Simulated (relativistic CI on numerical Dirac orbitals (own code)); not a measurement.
I40+: q coefficients and field-shift factors

Computed by Dirac-Coulomb-Breit CI, orbitals from a KLI potential per configuration, derivatives by finite differences, unscaled Slater integrals, QED left out (own radial code, finite nucleus).

Configuration list (outside the closed core [Ne]): 3s2 3p, 3s 3p2, 3s2 3d, 3p3, 3s 3p 3d, 3p 3d2, 3p2 3d, 3s 3d2. Levels of other configurations are missing.

With x = (α/α₀)² − 1 an excitation energy changes as ω = ω₀ + qx; K = 2q/ω₀ is the relative enhancement. Terms are leading LS components, so labels can repeat. The field-shift factor is F = δν/δ⟨r²⟩ for the transition from the lowest level.

Lowest level 3s2 3p 2P°_1/2.

```csv
Level,ω₀ (cm⁻¹),q (cm⁻¹),F (GHz/fm²)
3s2 3p 2P°_3/2,608796,671400,-29.7
3s 3p2 4P_1/2,804552,132200,-825
3s 3p2 4P_3/2,1275354,760800,-841
3s 3p2 2D_5/2,1364707,773400,-822
3s 3p2 2D_3/2,1488327,769900,-736
3s 3p2 2P_1/2,1559800,746900,-861
3s2 3d 2D_3/2,1843020,730800,-173
3s2 3d 2D_5/2,1857015,1.129e+06,-440
3s2 3d 2D_5/2,2056814,1.124e+06,-480
3s 3p2 2S_1/2,2171765,1.416e+06,-874
3s 3p2 2P_3/2,2213638,1.408e+06,-864
3p3 2P°_3/2,2311417,851100,-1490
3s 3p 3d 4F°_3/2,2414446,795900,-902
```

At this charge energies of transitions that change n are usually good to better than 1 %, and those within a shell (Δn = 0) to a few per cent.

Question: Which transition from the lowest level has the largest |K|?

Answer: 3s2 3p 2P°_3/2 at 608796 cm⁻¹, K = 2.21.
